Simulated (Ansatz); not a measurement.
Basis-set extrapolation for C2H8N2OSi, SMILES `C=C[Si](N)(N)O` (PBE0-D4/def2-TZVP geometry, frozen core, Ansatz 0.2.0). Multiplicity 1, RHF reference.

```tsv
	def2-TZVPP	def2-QZVPP
HF	-553.333326	-553.355670
MP2 correlation	-1.110462	-1.191697
CCSD(T) correlation	-1.196769	not run
```

Energies in hartree. Use E(X) = E(∞) + A·exp(−7.88·√X) for Hartree–Fock and E(X) = E(∞) + B·X^(−2.97) for correlation, with X = 3 and 4, and add CCSD(T) minus MP2 of the smaller set to the MP2 limit.

Q: What is the CCSD(T) energy at the basis-set limit?

A: HF limit: -553.355670 + (-0.022344) × 0.13774 = -553.35875. MP2 limit: -1.191697 + (-0.081235) × 0.74074 = -1.25187. Higher-order term: -1.196769 − (-1.110462) = -0.08631. Total: -554.69693 hartree, 104.7 kcal/mol below CCSD(T)/def2-TZVPP.
